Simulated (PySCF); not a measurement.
# Excitation energy of Ti²⁺ by level of theory

Ti²⁺ [Ar] 3d2 (3F) → Ti²⁺ [Ar] 3d1 4s1 (3D), as a difference of total energies. Computed with PySCF 2.14 in def2-TZVPPD (6s6p4d2f1g, 67 functions), with the non-relativistic Hamiltonian (point nucleus). Correlated levels: valence: [Ar] frozen; valence and next inner shell: [Ne] frozen. The calculations carry no spin-orbit coupling.

```csv
method,excitation energy (cm⁻¹)
UHF,39826
LDA,42144
PBE,42708
PBE0,43295
r2SCAN,45145
r2SCAN0,44795
B3LYP,42522
PBEsol,42955
BHandHLYP,42692
MP2 (valence),40104
SCS-MP2 (valence),39919
MP2 (valence and next inner shell),39177
SCS-MP2 (valence and next inner shell),39507
```
